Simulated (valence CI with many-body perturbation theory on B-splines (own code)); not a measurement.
## Which ion has this spectrum?

A relativistic CI+MBPT calculation for an atom or ion with 6 electrons gives these levels (× 10³ cm⁻¹):

| J | Parity | E | g |
| --- | --- | --- | --- |
| 0 | even | 0.00 |  |
| 1 | even | 1883.5 | 1.49 |
| 2 | even | 2002.0 | 1.18 |
| 2 | odd | 3219.4 | 1.60 |
| 1 | odd | 3673.4 | 1.06 |
| 2 | even | 3974.8 | 1.29 |
| 0 | even | 4269.4 |  |
| 2 | odd | 5004.5 | 1.53 |
| 3 | odd | 5262.1 | 1.32 |
| 0 | odd | 5529.4 |  |
| 1 | odd | 5634.7 | 1.29 |
| 2 | odd | 5716.4 | 1.08 |
| 1 | odd | 5748.5 | 1.38 |
| 2 | even | 7171.1 | 1.34 |

The energies are calculated, and their last digits are not significant.

(1) Which is it?
A. Sn44+
B. Te46+
C. I47+
D. Sb45+

Results:

(1) A. Sn44+, ground level (2s^2 2p1/2^2) J=0.
